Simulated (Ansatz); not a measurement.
# C4H5AlN2: where a starting geometry ends

The starting geometry of this gas-phase singlet was optimised with GFN2-xTB; its bonds are those of `[CH3][Al]([C]#N)[CH2]C#N`.

```json
{"atom": "C", "x (Å)": "-1.0364", "y (Å)": "0.6160", "z (Å)": "-0.9705"}
{"atom": "C", "x (Å)": "-0.0348", "y (Å)": "1.9050", "z (Å)": "2.0997"}
{"atom": "C", "x (Å)": "0.0670", "y (Å)": "-1.3379", "z (Å)": "1.8305"}
{"atom": "C", "x (Å)": "-0.2032", "y (Å)": "-2.3569", "z (Å)": "0.8648"}
{"atom": "Al", "x (Å)": "-0.3734", "y (Å)": "0.3887", "z (Å)": "0.8747"}
{"atom": "N", "x (Å)": "0.1529", "y (Å)": "2.8032", "z (Å)": "2.7968"}
{"atom": "N", "x (Å)": "-0.4323", "y (Å)": "-3.1315", "z (Å)": "0.0510"}
{"atom": "H", "x (Å)": "-1.1958", "y (Å)": "1.6704", "z (Å)": "-1.2254"}
{"atom": "H", "x (Å)": "-0.3385", "y (Å)": "0.2029", "z (Å)": "-1.7092"}
{"atom": "H", "x (Å)": "-1.9876", "y (Å)": "0.0933", "z (Å)": "-1.1298"}
{"atom": "H", "x (Å)": "1.1177", "y (Å)": "-1.4031", "z (Å)": "2.1437"}
{"atom": "H", "x (Å)": "-0.5506", "y (Å)": "-1.5079", "z (Å)": "2.7227"}
```

Task: Where would you expect an optimisation with r2SCAN-D4/def2-SVP to take it?

Result: It keeps its bonds, and is `[CH3][Al]([C]#N)[CH2]C#N`.

The energy falls by 0.13 eV over 7 steps:

```json
{"step": "1", "E − E(last) (eV)": "0.129"}
{"step": "2", "E − E(last) (eV)": "0.009"}
{"step": "3", "E − E(last) (eV)": "0.001"}
{"step": "4", "E − E(last) (eV)": "0.000"}
{"step": "5", "E − E(last) (eV)": "0.000"}
{"step": "6", "E − E(last) (eV)": "0.000"}
{"step": "7", "E − E(last) (eV)": "0.000"}
```

Final geometry (Å):

```yaml
atoms:
  - { symbol: C, position_ang: [-1.0162, 0.6289, -0.9108] }
  - { symbol: C, position_ang: [-0.0442, 1.9215, 2.0805] }
  - { symbol: C, position_ang: [0.0363, -1.3263, 1.7414] }
  - { symbol: C, position_ang: [-0.2080, -2.4263, 0.8374] }
  - { symbol: Al, position_ang: [-0.3688, 0.4137, 0.8932] }
  - { symbol: N, position_ang: [0.1508, 2.8238, 2.7949] }
  - { symbol: N, position_ang: [-0.4264, -3.2622, 0.0551] }
  - { symbol: H, position_ang: [-1.1872, 1.6779, -1.1968] }
  - { symbol: H, position_ang: [-0.3055, 0.1877, -1.6318] }
  - { symbol: H, position_ang: [-1.9613, 0.0755, -1.0514] }
  - { symbol: H, position_ang: [1.0890, -1.3334, 2.0801] }
  - { symbol: H, position_ang: [-0.5734, -1.4387, 2.6572] }
```

The end wasn't checked by frequencies. Run with Ansatz 0.2.0, 23 s on 2 threads of Intel(R) Xeon(R) Platinum 8375C CPU @ 2.90GHz (Ice Lake), on a shared host.
